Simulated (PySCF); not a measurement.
State search for CsAl

Unrestricted PBE0; Cs def2-SVP with ECP46, Al def2-SVP; scalar-relativistic core potentials (PySCF 2.14). Outer shells of the fragments: Cs 6s1; Al 3s2 3p1.

Followed along the bond (rough minima from three points):

```json
{"2Ms+1": "3", "unpaired": "σ ↑, π ↑", "⟨S²⟩ at the start": "2.00", "R at minimum (Å)": "3.72", "Te (eV)": "0.00"}
{"2Ms+1": "1", "unpaired": "σ ↓, π ↑", "⟨S²⟩ at the start": "1.01", "R at minimum (Å)": "3.75", "Te (eV)": "0.16"}
{"2Ms+1": "1", "unpaired": "none", "⟨S²⟩ at the start": "0.00", "R at minimum (Å)": "4.06", "Te (eV)": "0.27"}
{"2Ms+1": "3", "unpaired": "π ↑↑", "⟨S²⟩ at the start": "2.01", "R at minimum (Å)": "3.29", "Te (eV)": "0.29"}
{"2Ms+1": "1", "unpaired": "π ↑↓", "⟨S²⟩ at the start": "1.01", "R at minimum (Å)": "3.30", "Te (eV)": "0.48"}
```

Solutions found at the starting distance of 3.400 Å, counted from the lowest of them; the search is not exhaustive and high or unbound solutions are not listed, so other states can lie among these:

| 2Ms+1 | unpaired | term | E (eV) | ⟨S²⟩ | ⟨Lz²⟩ | μ (D) |
| --- | --- | --- | --- | --- | --- | --- |
| 3 | σ ↑, π ↑ | ³Π | 0.00 | 2.00 | 1.00 | -7.48 |
| 1 | σ ↓, π ↑ | mixed | 0.17 | 1.01 | 1.01 | -6.78 |
| 3 | π ↑↑ | ³Σ⁻ | 0.23 | 2.01 | 0.00 | -10.54 |
| 1 | π ↑↓ | mixed | 0.42 | 1.01 | 2.01 | -10.34 |
| 1 | none | ¹Σ⁺ | 0.52 | 0.00 | 0.00 | -4.24 |
| 1 | none | mixed | 1.00 | 0.00 | 2.00 | -9.55 |
| 3 | σ ↑↑ | ³Σ⁺ | 1.08 | 2.01 | 0.00 | 2.47 |
| 3 | π ↑↑ | mixed | 2.17 | 2.00 | 2.01 | 5.03 |
| 1 | σ ↑, δ ↓ | mixed | 2.53 | 1.00 | 4.00 | 0.90 |
| 3 | π ↑, δ ↑ | mixed | 2.57 | 2.00 | 5.01 | 0.80 |

A term symbol is given only where ⟨S²⟩ and ⟨Lz²⟩ are close to those of a pure state; real π, δ and φ orbitals otherwise mix terms. A positive dipole means Cs(−)Al(+).

Spin–orbit coupling is left out.
